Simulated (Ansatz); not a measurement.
Basis-set extrapolation for C$_{2}$H$_{7}$BO$_{3}$ (`CCOB(O)O`) (PBE0-D4/def2-TZVP geometry, frozen core, the Gaussian-basis code of Ansatz). Multiplicity 1, RHF reference.

```csv
,def2-TZVPP,def2-QZVPP
HF,-329.391308,-329.407253
MP2 correlation,-1.155478,-1.242670
CCSD(T) correlation,-1.231270,not run
```

Energies in hartree. Use E(X) = E(∞) + A·exp(−7.88·√X) for Hartree–Fock and E(X) = E(∞) + B·X^(−2.97) for correlation, with X = 3 and 4, and add CCSD(T) minus MP2 of the smaller set to the MP2 limit.

Problem. What is the CCSD(T) energy at the basis-set limit?

Solution. HF limit: -329.407253 + (-0.015945) × 0.13774 = -329.40945. MP2 limit: -1.242670 + (-0.087192) × 0.74074 = -1.30726. Higher-order term: -1.231270 − (-1.155478) = -0.07579. Total: -330.79250 hartree, 4.62 eV below CCSD(T)/def2-TZVPP.
